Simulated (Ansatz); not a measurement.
C$_{2}$H$_{4}$SiZn from Hartree–Fock to CCSD(T)

```xyz
8

Si   -0.963    0.303   -0.784
C     0.093    0.364    0.701
C     0.799    0.394    1.679
Zn    2.378   -2.339   -0.593
H    -2.354   -0.022   -0.385
H    -0.931    1.621   -1.463
H    -0.445   -0.745   -1.698
H     1.422    0.423    2.543
```

The species carries charge 0 and has multiplicity 1. For Zn the d shell is correlated and the shells below it are frozen. Scalar relativity is left out up to krypton. The bonds changed during the relaxation, so this is another structure than the one it started from. Geometry: relaxed with PBE0-D4/def2-TZVP. Frozen core, restricted reference, Ansatz 0.2.0.

| basis | HF (Eh) | MP2 corr. |
| --- | --- | --- |
| def2-SVP | -2144.34325 | -0.64145 |
| def2-TZVPP | -2144.78151 | -0.92112 |
| def2-QZVPP | -2144.83386 | -0.98628 |

**Question.** Estimate the CCSD correlation energy and the (T) correction in each basis where they were run (hartree).

**Answer.** 
```csv
basis,CCSD corr.,(T)
def2-SVP,-0.66432,-0.02283
def2-TZVPP,-0.91094,-0.03562
```
